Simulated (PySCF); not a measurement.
PySCF job for 1-bromo-1-fluoropropa-1,2-diene (C3H2BrF), SMILES BrC(F)=C=C, PBE0-D3(BJ)/def2-SVP. The structure is a stationary point at PBE0-D3(BJ)/def2-SVP.

```python
import numpy as np
from pyscf import gto, scf, dft, df
from pyscf.hessian import thermo

mol = gto.M(
    atom='''
    C    -0.81729014    2.77340150   -0.00000000
    C    -0.13849885    1.65623345   -0.00000000
    C     0.51786054    0.52713763   -0.00000000
    F     1.83849858    0.43390980    0.00000000
    Br   -0.33408419   -1.14771712   -0.00000000
    H    -1.11298488    3.26213782   -0.93612272
    H    -1.11298488    3.26213781    0.93612273
    ''',
    basis='def2-SVP',
    charge=0,
    spin=0,
    max_memory=1600,
    verbose=3,
)
mf = dft.RKS(mol, xc='pbe0').density_fit(auxbasis='def2-universal-jkfit')
mf.disp = 'd3bj'
mf.grids.level = 3
mf.conv_tol = 1e-11
mf.max_cycle = 100
mf.kernel()

# [left out here: the lines that compute and print the analytic Hessian (its translational invariance restored by hand, since the grid's response is missing), thermochemistry and intensities]
```

It prints:

```
converged SCF energy = -2788.43300204841

WARN: DFTD3 does not support analytical Hessian, using finite difference


WARN: Mole.unit (angstrom) is changed to Bohr

Mode                                 0                   1                   2
Irrep
Freq [cm^-1]                      146.1495            235.5672            333.5684
Reduced mass [au]                   5.1085              3.1625             15.8068
Force const [Dyne/A]                0.0643              0.1034              1.0363
Char temp [K]                     210.2766            338.9287            479.9307
Normal mode                   x     y     z       x     y     z       x     y     z
       0   C                 0.12  0.13  0.00   -0.00 -0.00  0.09    0.05 -0.05 -0.00
       1   C                -0.06  0.02 -0.00    0.00 -0.00 -0.20    0.00 -0.07  0.00
       2   C                -0.08  0.01 -0.00    0.00 -0.00 -0.09    0.06 -0.03  0.00
       3   F                -0.07  0.06  0.00    0.00 -0.00  0.06    0.08  0.17 -0.00
       4  Br                 0.02 -0.04  0.00   -0.00  0.00  0.01   -0.04 -0.02 -0.00
       5   H                 0.20  0.18  0.00   -0.09  0.25  0.25    0.07 -0.04 -0.00
       6   H                 0.20  0.18 -0.00    0.09 -0.25  0.25    0.07 -0.04  0.00
Mode                                 3                   4                   5
Irrep
Freq [cm^-1]                      449.7026            481.3796            619.5429
Reduced mass [au]                   9.5555              4.7096              1.1487
Force const [Dyne/A]                1.1386              0.6430              0.2598
Char temp [K]                     647.0219            692.5981            891.3843
Normal mode                   x     y     z       x     y     z       x     y     z
       0   C                -0.06  0.06  0.00    0.00  0.00  0.01    0.00 -0.00 -0.01
       1   C                 0.13  0.16 -0.00    0.00  0.00  0.11    0.00  0.00 -0.02
       2   C                 0.03  0.08  0.00   -0.00  0.00 -0.24   -0.00 -0.00  0.08
       3   F                 0.03  0.02  0.00   -0.00  0.00  0.04   -0.00  0.00 -0.05
       4  Br                -0.02 -0.05 -0.00    0.00 -0.00  0.01    0.00 -0.00  0.00
       5   H                -0.14  0.02  0.00    0.26  0.03 -0.06    0.55  0.36  0.01
       6   H                -0.14  0.02 -0.00   -0.26 -0.03 -0.06   -0.55 -0.36  0.01
Mode                                 6                   7                   8
Irrep
Freq [cm^-1]                      663.3440            933.0679            999.1884
Reduced mass [au]                   9.2245              1.3342              1.4482
Force const [Dyne/A]                2.3915              0.6844              0.8518
Char temp [K]                     954.4044           1342.4770           1437.6097
Normal mode                   x     y     z       x     y     z       x     y     z
       0   C                 0.04 -0.09  0.00   -0.12 -0.07 -0.00   -0.00 -0.00  0.13
       1   C                 0.17  0.02 -0.00    0.04  0.02  0.00    0.00  0.00 -0.11
       2   C                -0.08 -0.08 -0.00   -0.00 -0.00 -0.00   -0.00 -0.00  0.01
       3   F                -0.12  0.06  0.00    0.00  0.00 -0.00    0.00  0.00  0.00
       4  Br                 0.01  0.01 -0.00    0.00 -0.00 -0.00    0.00 -0.00  0.00
       5   H                -0.01 -0.14 -0.00    0.52  0.31  0.00    0.28 -0.46 -0.21
       6   H                -0.01 -0.14  0.00    0.52  0.31 -0.00   -0.28  0.46 -0.21
Mode                                 9                  10                  11
Irrep
Freq [cm^-1]                     1088.6788           1317.7280           1479.8210
Reduced mass [au]                   7.5771              2.0227              2.0289
Force const [Dyne/A]                5.2912              2.0694              2.6178
Char temp [K]                    1566.3663           1895.9173           2129.1329
Normal mode                   x     y     z       x     y     z       x     y     z
       0   C                 0.05 -0.08  0.00    0.03 -0.05  0.00    0.08 -0.13 -0.00
       1   C                -0.02 -0.02 -0.00   -0.03  0.05 -0.00   -0.00  0.00  0.00
       2   C                 0.13  0.19  0.00   -0.15  0.08  0.00   -0.10  0.10  0.00
       3   F                -0.10 -0.01  0.00    0.08 -0.01 -0.00    0.04 -0.01  0.00
       4  Br                -0.00 -0.01 -0.00    0.00 -0.00 -0.00   -0.00 -0.00 -0.00
       5   H                 0.11 -0.13 -0.04    0.22 -0.37 -0.21   -0.19  0.30  0.31
       6   H                 0.11 -0.13  0.04    0.22 -0.37  0.21   -0.19  0.30 -0.31
Mode                                12                  13                  14
Irrep
Freq [cm^-1]                     2118.3073           3135.2775           3227.4195
Reduced mass [au]                  10.5270              1.0614              1.1174
Force const [Dyne/A]               27.8312              6.1473              6.8577
Char temp [K]                    3047.7726           4510.9663           4643.5381
Normal mode                   x     y     z       x     y     z       x     y     z
       0   C                 0.06 -0.09 -0.00   -0.03  0.06 -0.00    0.00 -0.00 -0.09
       1   C                -0.12  0.20  0.00    0.00 -0.01  0.00   -0.00  0.00 -0.00
       2   C                 0.07 -0.11  0.00    0.00 -0.00  0.00   -0.00  0.00 -0.00
       3   F                -0.01  0.00  0.00   -0.00  0.00  0.00   -0.00  0.00 -0.00
       4  Br                 0.00  0.00 -0.00    0.00  0.00 -0.00    0.00 -0.00 -0.00
       5   H                 0.02 -0.03  0.07    0.18 -0.30  0.59    0.18 -0.30  0.57
       6   H                 0.02 -0.03 -0.07    0.18 -0.30 -0.59   -0.18  0.30  0.57
temperature 298.1500 [K]
pressure 101325.00 [Pa]
Rotational constants [GHz] 5.74014 1.94864 1.46973
Symmetry number 1
Zero-point energy (ZPE) 0.03925 [Eh]   103050.766 [J/mol]
                           tot       elec      trans        rot        vib
Entropy [J/mol/K]       319.746      0.000    170.102    114.523     35.121
Cv [J/mol/K]             71.797      0.000     12.472     12.472     46.853
Cp [J/mol/K]             80.111      0.000     20.786     12.472     46.853
Internal energy [J/mol]                      3718.434   3718.434 109467.106
Internal energy [Eh]   -2788.38848  -2788.43300
Enthalpy [J/mol]                             6197.391   3718.434 109467.106
Enthalpy [Eh]          -2788.38753
Gibbs free energy [J/mol]                  -44518.483 -30426.659  98995.891
Gibbs free energy [Eh] -2788.42384
mode   freq/cm-1   IR/(km/mol)
   1      146.15         0.780
   2      235.57         3.544
   3      333.57         1.787
   4      449.70         5.657
   5      481.38         0.787
   6      619.54         0.785
   7      663.34        44.559
   8      933.07        33.627
   9      999.19         0.096
  10     1088.68       196.831
  11     1317.73        92.878
  12     1479.82        80.566
  13     2118.31        50.907
  14     3135.28         2.804
  15     3227.42         0.050
max |gradient| / (hartree/bohr): 2.3548400960344163e-05
APT charges: [-0.043  -0.2552  0.9896 -0.5754 -0.2331  0.0585  0.0585]
```

The run converged.

Cost: around 80 core-seconds (rough).
